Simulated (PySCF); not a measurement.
## Ca: electron affinity

Ca⁻ [Ar] 3d1 4s2 (2D) → Ca [Ar] 4s2 (1S), as a difference of total energies. Calculation: PySCF 2.14, in aug-cc-pVDZ-X2C (6s5p3d, 36 functions); the spin-free X2C one-electron Hamiltonian (Gaussian nucleus). Correlated levels: valence: [Ar] frozen. The calculations carry no spin-orbit coupling.

```json
{"method": "UHF", "electron affinity (eV)": "-1.533"}
{"method": "MP2 (valence)", "electron affinity (eV)": "-1.447"}
{"method": "SCS-MP2 (valence)", "electron affinity (eV)": "-1.454"}
{"method": "CCSD (valence)", "electron affinity (eV)": "-1.289"}
{"method": "CCSD(T) (valence)", "electron affinity (eV)": "-1.226"}
{"method": "CCSDT (valence)", "electron affinity (eV)": "-1.159"}
```

The configuration of this anion was assumed by filling the next shell in order. It is not the known or likely ground configuration (Ca⁻, Sr⁻ and Ba⁻, for instance, bind a p electron), so these values are not the electron affinity of the element.

A negative affinity means that the anion lies above the atom at that level of theory.

The coupled-cluster amplitudes are large for Ca⁻ (T1 above 0.03 or a double amplitude above 0.15), so a single reference is strained.
